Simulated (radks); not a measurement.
Results of a calculation; reference values are marked as such.
Task: Isoelectronic series with 49 electrons, each ion in its NIST ground configuration. Level of theory: scalar-relativistic Kohn-Sham, PBEsol, spin-polarised, spherical densities, point nucleus; open shells are filled with parallel spins first (spin-orbit coupling, left out, can overturn this in heavy ions) (a radial shooting solver on a logarithmic mesh with Libxc functionals). Total energies (hartree) and mean radii <r> (bohr) (* marks an orbital that is empty in some or all of the ions):

| ion | configuration | E (hartree) | 5s up* | 4f down* | 4f up | 4d down | 4d up | 4p down |
|---|---|---|---|---|---|---|---|---|
| Tb16+ | [Kr] 4d10 4f3 | -11621.4416 | 1.052 | 0.6187 | 0.6168 | 0.5860 | 0.5854 | 0.5561 |
| Dy17+ | [Kr] 4d10 4f3 | -12055.3968 | 1.017 | 0.5930 | 0.5912 | 0.5689 | 0.5682 | 0.5421 |
| Ho18+ | [Kr] 4d10 4f3 | -12498.5197 | 0.9849 | 0.5698 | 0.5681 | 0.5528 | 0.5521 | 0.5287 |
| Er19+ | [Kr] 4d10 4f3 | -12950.8843 | 0.9547 | 0.5487 | 0.5471 | 0.5376 | 0.5369 | 0.5159 |
| Tm20+ | [Kr] 4d10 4f3 | -13412.5672 | 0.9263 | 0.5293 | 0.5278 | 0.5232 | 0.5225 | 0.5038 |
| Yb21+ | [Kr] 4d10 4f3 | -13883.6486 | 0.8996 | 0.5115 | 0.5101 | 0.5096 | 0.5089 | 0.4921 |
| Lu22+ | [Kr] 4d10 4f3 | -14364.2116 | 0.8743 | 0.4950 | 0.4937 | 0.4967 | 0.4960 | 0.4809 |
| Hf23+ | [Kr] 4d10 4f3 | -14854.3425 | 0.8505 | 0.4797 | 0.4785 | 0.4845 | 0.4838 | 0.4703 |
| Ta24+ | [Kr] 4d10 4f3 | -15354.1311 | 0.8278 | 0.4655 | 0.4643 | 0.4729 | 0.4722 | 0.4600 |
| Re26+ | [Kr] 4d10 4f3 | -16383.0582 | 0.7859 | 0.4396 | 0.4386 | 0.4512 | 0.4506 | 0.4407 |
| Os27+ | [Kr] 4d10 4f3 | -16912.3944 | 0.7665 | 0.4279 | 0.4269 | 0.4411 | 0.4405 | 0.4317 |
| Ir28+ | [Kr] 4d10 4f3 | -17451.7841 | 0.7480 | 0.4168 | 0.4158 | 0.4315 | 0.4309 | 0.4229 |
| Pt29+ | [Kr] 4d10 4f3 | -18001.3361 | 0.7302 | 0.4063 | 0.4054 | 0.4223 | 0.4217 | 0.4145 |
| Au30+ | [Kr] 4d10 4f3 | -18561.1638 | 0.7133 | 0.3964 | 0.3956 | 0.4134 | 0.4128 | 0.4064 |
| Hg31+ | [Kr] 4d10 4f3 | -19131.3850 | 0.6971 | 0.3871 | 0.3862 | 0.4050 | 0.4044 | 0.3986 |
| Tl32+ | [Kr] 4d10 4f3 | -19712.1227 | 0.6815 | 0.3781 | 0.3774 | 0.3968 | 0.3963 | 0.3911 |
| Pb33+ | [Kr] 4d10 4f3 | -20303.5047 | 0.6666 | 0.3697 | 0.3689 | 0.3890 | 0.3885 | 0.3838 |
| Bi34+ | [Kr] 4d10 4f3 | -20905.6643 | 0.6523 | 0.3616 | 0.3609 | 0.3815 | 0.3810 | 0.3768 |

Estimate the row of W25+ ([Kr] 4d10 4f3).

Result: E (hartree) -15863.6707; 5s up* 0.8064; 4f down* 0.4521; 4f up 0.4510; 4d down 0.4618; 4d up 0.4611; 4p down 0.4502.
